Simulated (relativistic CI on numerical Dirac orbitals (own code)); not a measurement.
# Hyperfine structure of Hg⁶⁺, mass number 201

Method of calculation: Dirac-Coulomb-Breit CI, KLI orbitals optimised for each configuration, QED by a radiative potential, unscaled Slater integrals (own radial code, finite nucleus).

CI space (outside the closed core [Kr] 4d10 4f14): 5s2 5p6 5d6, 5s2 5p6 5d5 6s, 5s2 5p6 5d5 5f, 5s2 5p6 5d5 6p, 5s2 5p5 5d7, 5s2 5p6 5d5 5g, 5s2 5p6 5d5 6d, 5s2 5p6 5d5 7s, 5s2 5p6 5d4 6s 6p, 5s2 5p6 5d5 7p, 5s2 5p6 5d5 7d, 5s 5p6 5d7, 5s2 5p6 5d4 6s2, 5s2 5p6 5d3 5f 6s2, 5s2 5p6 5d3 6s2 6p, 5s2 5p6 5d3 5g 6s2, 5s2 5p6 5d3 6s2 6d. Double excitations out of closed p, d and f shells are left out; levels of such configurations are missing from the list, as are those of other unlisted configurations, and high levels can miss mixing partners.

Nuclear spin I = 3/2, μ = -0.558 μN, Q = 0.387 b (tables of Stone and Pyykkö). The electronic factors are computed for point nuclear moments, without core polarisation or the Bohr-Weisskopf and QED corrections.

```
           Level  E (cm⁻¹)  A (MHz)  B (MHz)
5s2 5p6 5d6 5D_4       0.0   -397.5      983
5s2 5p6 5d6 5D_2    8064.6   -378.2     -250
5s2 5p6 5d6 5D_3   10809.0   -243.8      151
5s2 5p6 5d6 5D_1   15091.4   -312.4     -298
5s2 5p6 5d6 3G_5   28651.4   -602.2      386
5s2 5p6 5d6 3H_6   29078.8   -660.2     -778
5s2 5p6 5d6 3F_2   34741.9   -835.2     -268
5s2 5p6 5d6 3H_4   41593.3   -664.1    -76.1
```

Levels with J = 0, under 50 % of one LS term, or S terms without an open s electron are left out. Small factors come from cancelling terms and can be off by tens of per cent or more.

At this charge configurations can still be misplaced by up to about 7 % of their energy. Terms inside the open d or f shell come out 10 to 20 % too wide with unscaled integrals. Levels and lines within the n = 5 or 6 shells can be off by up to 10 % or somewhat more, and those that change n by about 2 %, since core polarisation is missing.

Problem. Give the hyperfine levels of 5s2 5p6 5d6 5D_4 relative to its centre of gravity.

Solution. With K = F(F + 1) − I(I + 1) − J(J + 1), E = AK/2 + B[¾K(K + 1) − I(I + 1)J(J + 1)]/[2I(2I − 1)J(2J − 1)]: F = 5/2: 3464, F = 7/2: 1397, F = 9/2: -628.7, F = 11/2: -2139 MHz.

LS names give the leading component of a level, which can be under half, so a name can repeat, a term be missing and a line seem to break the LS rules.
